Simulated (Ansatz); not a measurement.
Cl$_{2}$OTa (SMILES [O]=[Ta+]([Cl])[Cl]), charge +1, singlet, geometry from GFN2-xTB (such geometries of metal compounds can be far from the true shape) (the multiplicity is a formal guess) (core potentials on Ta). Base run: PBE0/def2-SV(P) (Ansatz, a first-principles code).

Geometry (Å):
```xyz
4

Ta    -0.2965    -0.0361     0.2645
O     -1.0869    -1.2798    -0.6221
Cl    -0.0119     1.5609    -1.2737
Cl     1.7966    -0.8035     0.4305
```
Charge +1, spin multiplicity 1.
All else is at Ansatz's defaults.
Base energy -1051.71269 Eh.

The base run was repeated with changes; each row names its change, and settings that it needs were set with it.

| change | ΔE vs base (mEh) |
|---|---|
| base | 0.000 |
| point_charge = charge:-1.0 position_ang:2.3559, -2.071, 3.676 | -121.9 |
| point_charge = charge:1.0 position_ang:0.931, -4.7055, -2.0582 | 82.472 |
| fitting.mean_field = def2-universal-JKFIT | -0.006 |
| nuclear_model = gaussian | 0.822 |
| forces = on | 0.000 |
| lower_state_search = off | 0.000 |
| final_grid = 6, 12, 29 | -0.002 |
| lower_state_search = light | 0.000 |
| lower_state_search = full | 0.000 |
| accuracy = high | -0.002 |
